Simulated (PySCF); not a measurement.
C₂H₅O, charge -1.

```xyz
8

C     -0.2036    -1.1745     0.0000
C      0.4789     0.2157     0.0000
O     -0.3603     1.2418     0.0000
H      0.5328    -2.0042     0.0000
H     -0.8487    -1.2707    -0.8902
H     -0.8487    -1.2707     0.8902
H      1.1976     0.1822     0.8898
H      1.1976     0.1822    -0.8898
```
Charge -1, spin multiplicity 1.

The structure is a stationary point at PBE0-D3(BJ)/def2-SVPD.

All values below come from PBE/pcSseg-2 (PySCF). Non-relativistic, no solvent.

Computed absolute GIAO shielding of each atom: isotropic value and principal components (ppm):
```
atom  σ(iso)    σ11    σ22    σ33   span
----  ------  -----  -----  -----  -----
C1     148.0  127.1  138.7  178.1   51.0
C2      93.1   60.8   65.9  152.5   91.8
O3     115.2  -55.4  154.5  246.5  301.9
H4      29.9   27.3   27.8   34.4    7.1
H5      30.6   27.8   30.0   34.1    6.4
H6      30.6   27.8   30.0   34.1    6.4
H7      24.7   19.9   24.2   30.1   10.3
H8      24.7   19.9   24.2   30.1   10.3
```
